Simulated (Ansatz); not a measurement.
`C=C[SiH2]N[SiH3]` + H₂ → `C=C[SiH3]` + `N[SiH3]` at 600 K and 1 bar (hydrogenolysis of the Si–N bond).

Gas-phase electronic energies from Ansatz, PBE0-D4/def2-TZVP geometries. CBS: MP2 limit from def2 TZ/QZ plus the TZ coupled-cluster correction, frozen cores. This one scheme is used for every species. One conformer a species, not always the lowest.

```json
{"species": "`C=C[SiH2]N[SiH3]`", "CCSD(T)/CBS energy (Eh)": "-714.40667", "H − E (kJ/mol)": "342.8", "S (J/(mol·K))": "506.6"}
{"species": "H₂", "CCSD(T)/CBS energy (Eh)": "-1.17544", "H − E (kJ/mol)": "43.9", "S (J/(mol·K))": "150.8"}
{"species": "`C=C[SiH3]`", "CCSD(T)/CBS energy (Eh)": "-368.76077", "H − E (kJ/mol)": "221.4", "S (J/(mol·K))": "355.7"}
{"species": "`N[SiH3]`", "CCSD(T)/CBS energy (Eh)": "-346.80422", "H − E (kJ/mol)": "170.6", "S (J/(mol·K))": "320.8"}
```

H − E and S are ideal-gas, rigid-rotor, harmonic terms from PBE0-D4/def2-TZVP, for one conformer and one mirror image of each species. The MP2-based limit puts H₂ 0.8 mEh under its directly extrapolated value; such offsets cancel only in part. 1 Eh = 2625.50 kJ/mol, R = 8.31446 J/(mol·K).

Question: By hand: ΔE, ΔH, ΔS and ΔG.

Answer: ΔE = (-368.76077) + (-346.80422) − (-714.40667) − (-1.17544) = 0.01712 Eh = 44.9 kJ/mol. Δ(H − E) = 221.4 + 170.6 − 342.8 − 43.9 = 5.3, so ΔH = 50.2 kJ/mol. ΔS = 355.7 + 320.8 − 506.6 − 150.8 = 19.1 J/(mol·K). ΔG = 50.2 − 600 × (19.1)/1000 = 38.7 kJ/mol.

Question: By hand: the equilibrium constant, and the temperature at which ΔG would vanish if ΔH and ΔS stayed fixed.

Answer: log₁₀ K = −ΔG/(RT ln 10) = -3.4. ΔG = 0 at ΔH/ΔS = 2628 K, far beyond where these terms or the molecules hold.

ΔH outweighs TΔS. A doubt of 5 kJ/mol in ΔE shifts log₁₀ K by 0.4 here. Other conformers and mirror images would add mixing entropy, several J/(mol·K) or more a flexible species. Modes under 60 cm⁻¹, often nearly free rotors, make the harmonic entropy too high. These are equilibria of isolated gas molecules and say nothing of rates. Largest T1 diagnostic: 0.011 (customary marks: 0.02 for closed shells, 0.045 for open ones).
